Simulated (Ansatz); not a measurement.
Cost and result up the ladder for In(H2S)F3 (InH2SF3) (7 atoms). Total charge 0; singlet. Geometry: PBE-D4/def2-SVP.

```xyz
7

In   -0.449   -0.017    0.956
S     1.413    0.051   -1.043
H     0.410   -0.858   -1.356
H     0.706    1.091   -1.578
F     0.310   -0.638    2.658
F    -1.154   -1.399   -0.325
F    -1.237    1.771    0.688
```

Ansatz on 4 threads of Arm Neoverse V2 on a shared host. Times are rough, and most runs start from the orbitals of an earlier one. ωB97X-V/def2-TZVP serves as the yardstick here, not as an exact answer. Differences are given only for rows in sets of like size (and for xTB, whose basis is part of the method), since another set adds its own error. Binding counts from free atoms at the same level (In doublet, S triplet, H doublet, F doublet; other spins of the atoms weren't run), without zero-point energy or a counterpoise term.

In the def2 sets In takes a core potential, while STO-3G treats all electrons; there is no spin–orbit coupling. B3LYP takes the VWN-RPA correlation. Correlated methods freeze 12 core orbitals; core or outer-core shells of In are correlated, in sets that lack core-valence functions.

Correlated methods converge slowly with the basis.

| level | functions | wall time | binding energy per atom (eV) | difference from ωB97X-V/def2-TZVP (eV) |
| --- | --- | --- | --- | --- |
| HF/STO-3G | 53 | 0.3 s | 2.02 | – |
| PBE-D4/def2-SVP | 96 | 0.65 s | 3.10 | – |
| PBE0-D4/def2-SVP | 96 | 1 s | 2.94 | – |
| HF/def2-TZVP | 192 | 1.2 s | 1.99 | -1.07 |
| PBE-D4/def2-TZVP | 192 | 1.4 s | 3.11 | 0.05 |
| BLYP-D4/def2-TZVP | 192 | 1.4 s | 3.04 | -0.02 |
| PBE0-D4/def2-TZVP | 192 | 1.9 s | 2.97 | -0.09 |
| B3LYP-D4/def2-TZVP | 192 | 2.5 s | 2.98 | -0.08 |
| r2SCAN-D4/def2-TZVP (with forces) | 192 | 3 s | 3.06 | -0.01 |
| ωB97X-V/def2-TZVP | 192 | 5.5 s | 3.06 | 0.00 |
| B97M-V/def2-TZVP | 192 | 6 s | 3.06 | 0.00 |
| CCSD(T)/def2-TZVP | 192 | 82 s | 2.92 | -0.14 |
